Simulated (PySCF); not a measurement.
C₈H₈N₂.
Cartesian coordinates in Å at the PBE0-D3(BJ)/def2-SVP level; atoms count from 1:
```xyz
18
C8H8N2 angstrom
C      2.738    0.334    0.419
C      1.323   -0.044    0.100
C      0.984   -1.402   -0.192
C     -0.304   -1.765   -0.487
C     -1.321   -0.784   -0.503
N     -2.618   -0.881   -0.754
C     -3.100    0.377   -0.628
C     -2.108    1.280   -0.295
N     -0.959    0.535   -0.213
C      0.329    0.896    0.081
H      2.837    1.410    0.618
H      3.101   -0.210    1.306
H      3.412    0.080   -0.414
H      1.774   -2.157   -0.179
H     -0.585   -2.794   -0.713
H     -4.156    0.601   -0.782
H     -2.117    2.351   -0.115
H      0.500    1.953    0.291
```

Level: PBE0/def2-SVPD in PySCF, non-relativistic, on one gas-phase PBE0-D3(BJ)/def2-SVP geometry that isn't relaxed in the solvent. The solvent is an IEF-PCM continuum (van der Waals radii × 1.2), and excitations are vertical TDDFT with non-equilibrium linear response and a frozen core. Specific hydrogen bonds and non-electrostatic terms are outside this model.

Gas-phase singlets (H = HOMO, L = LUMO):

```csv
state,E (eV),λ (nm),f,leading configuration
S1,4.282,290,0.072,H→L 90%
S2,4.824,257,0.011,H-1→L 60%
S3,5.481,226,0.000,H-2→L 99%
S4,5.782,214,0.003,H→L+2 92%
S5,5.899,210,0.452,H→L+1 54%
```

Task: What are the lowest 5 singlets in benzene (ε = 2.271)?

Result: 
```tsv
state	E (eV)	λ (nm)	f	leading configuration	change by rank (eV)
S1	4.295	289	0.121	H→L 93%	+0.013
S2	4.826	257	0.016	H-1→L 61%	+0.002
S3	5.680	218	0.000	H-2→L 98%	+0.199
S4	5.748	216	0.787	H→L+1 60%	-0.034
S5	5.900	210	0.005	H→L+2 91%	+0.001
```

Task: What are the lowest 5 singlets in chloroform (ε = 4.711)?

Result: 
```tsv
state	E (eV)	λ (nm)	f	leading configuration	change by rank (eV)
S1	4.338	286	0.121	H→L 93%	+0.056
S2	4.839	256	0.016	H-1→L 60%	+0.015
S3	5.782	214	0.762	H→L+1 60%	+0.301
S4	5.806	214	0.000	H-2→L 98%	+0.024
S5	5.962	208	0.006	H→L+2 92%	+0.063
```

Task: The ground-state energy changes by -0.232 eV from gas to chloroform. By how much does the total energy of gas-phase S1 change?

Result: E(S1) = E(S0) + excitation energy, so it changes by -0.232 + 0.056 = -0.176 eV: it is lowered less than the ground state, which is what a blue shift means. This is the vertical state, with the slow part of the continuum still set for S0.

Task: How do the frontier levels move from gas to chloroform?

Result: 
```csv
orbital,gas (eV),solvent (eV),change (eV),"Löwdin shares, gas","Löwdin shares, solvent"
LUMO+2,0.60,0.82,+0.22,"C1 23 %, C10 14 %, H18 11 %, H11 9 %","C1 18 %, C10 14 %, C3 9 %, C8 7 %"
LUMO+1,-0.02,0.00,+0.02,"C2 18 %, C5 13 %, C8 11 %, C3 10 %","C2 18 %, C5 13 %, C8 11 %, N9 10 %"
LUMO,-1.03,-0.99,+0.04,"C4 21 %, C10 17 %, C3 17 %, N9 10 %","C4 21 %, C3 18 %, C10 17 %, N9 10 %"
HOMO,-6.15,-6.19,-0.04,"C8 22 %, N6 16 %, C10 11 %, C3 11 %","C8 22 %, N6 16 %, C10 12 %, C3 11 %"
HOMO-1,-6.94,-6.95,-0.01,"C7 18 %, C2 16 %, C5 12 %, N9 11 %","C7 17 %, C2 17 %, C5 13 %, N9 10 %"
HOMO-2,-7.78,-8.08,-0.30,"N6 66 %, C7 10 %, C5 9 %, C8 4 %","N6 65 %, C7 11 %, C5 9 %, C8 4 %"
HOMO-3,-9.20,-9.21,-0.01,"C4 25 %, C3 22 %, N9 13 %, C5 12 %","C4 25 %, C3 23 %, N9 11 %, C5 11 %"
```

The HOMO–LUMO gap goes from 5.12 to 5.19 eV. Rows go by rank; for LUMO+2 the atom shares or the degeneracy differ between the runs, so the row needn't follow one orbital.
